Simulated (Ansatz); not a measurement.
`[Cl][SnH2][Cl]` + H₂O → `[OH][SnH2][Cl]` + HCl at 600 K and 1 bar (formal hydrolysis of the Sn–Cl bond).

Gas-phase electronic energies from Ansatz, PBE0-D4/def2-TZVP geometries. CBS: MP2 limit from def2 TZ/QZ plus the TZ coupled-cluster correction, frozen cores. This one scheme is used for every species. Elements past krypton have def2 core potentials. For Sn outer-core shells are correlated without core-valence functions, which leaves a few kJ/mol of doubt a bond. One conformer a species, not always the lowest.

```
         species  CCSD(T)/CBS energy (Eh)  H − E (kJ/mol)  S (J/(mol·K))
`[Cl][SnH2][Cl]`              -1134.85982            82.8          371.5
             H₂O                -76.37941            76.8          212.8
`[OH][SnH2][Cl]`               -750.83217           118.4          385.2
             HCl               -460.38127            35.4          207.2
```

H − E and S are ideal-gas, rigid-rotor, harmonic terms from PBE0-D4/def2-TZVP, for one conformer and one mirror image of each species. 1 Eh = 2625.50 kJ/mol, R = 8.31446 J/(mol·K).

By hand: ΔE, ΔH, ΔS and ΔG.

ΔE = (-750.83217) + (-460.38127) − (-1134.85982) − (-76.37941) = 0.02579 Eh = 67.7 kJ/mol. Δ(H − E) = 118.4 + 35.4 − 82.8 − 76.8 = -5.8, so ΔH = 61.9 kJ/mol. ΔS = 385.2 + 207.2 − 371.5 − 212.8 = 8.1 J/(mol·K). ΔG = 61.9 − 600 × (8.1)/1000 = 57.0 kJ/mol.

By hand: the equilibrium constant, and the temperature at which ΔG would vanish if ΔH and ΔS stayed fixed.

log₁₀ K = −ΔG/(RT ln 10) = -5.0. ΔG = 0 at ΔH/ΔS = 7642 K, far beyond where these terms or the molecules hold.

The number of gas molecules stays the same, so ΔS is small and ΔH decides. A doubt of 5 kJ/mol in ΔE shifts log₁₀ K by 0.4 here. Other conformers and mirror images would add mixing entropy, several J/(mol·K) or more a flexible species. These are equilibria of isolated gas molecules and say nothing of rates. Largest T1 diagnostic: 0.013 (customary marks: 0.02 for closed shells, 0.045 for open ones).
